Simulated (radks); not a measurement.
Question: The krypton ion Kr3+, [Ar] 3d10 4s2 4p3. All-electron calculation, non-relativistic Kohn-Sham, PBE, spin-polarised, spherical densities, point nucleus. Program: a radial shooting solver on a logarithmic mesh with Libxc functionals. Every spin shell is full or empty, so the densities are truly spherical. Functionals are evaluated on that one density, not self-consistently. Rank these orbital-free kinetic functionals by their error against the exact value of the orbitals, and give that value: Thomas-Fermi, von Weizsacker, TF + vW, TF + vW/9, TF + vW/5, LC94, APBEK, revAPBEK, Perdew 92, Thakkar, Pearson, LKT, PG1, DePristo-Kress, Ernzerhof.

Answer: Exact: 2749.23 hartree. From best to worst, with 100 (|E| - |E exact|)/|E exact| (equal figures are ties): LC94 +0.03, DePristo-Kress -0.08, APBEK +0.11, revAPBEK +0.33, Ernzerhof -0.38, Thakkar -0.48, Perdew 92 -0.71, TF + vW/9 -0.72, Pearson -1.08, TF + vW/5 +3.40, Thomas-Fermi -5.88, PG1 +17.26, LKT +21.84, TF + vW +40.55, von Weizsacker -53.56.
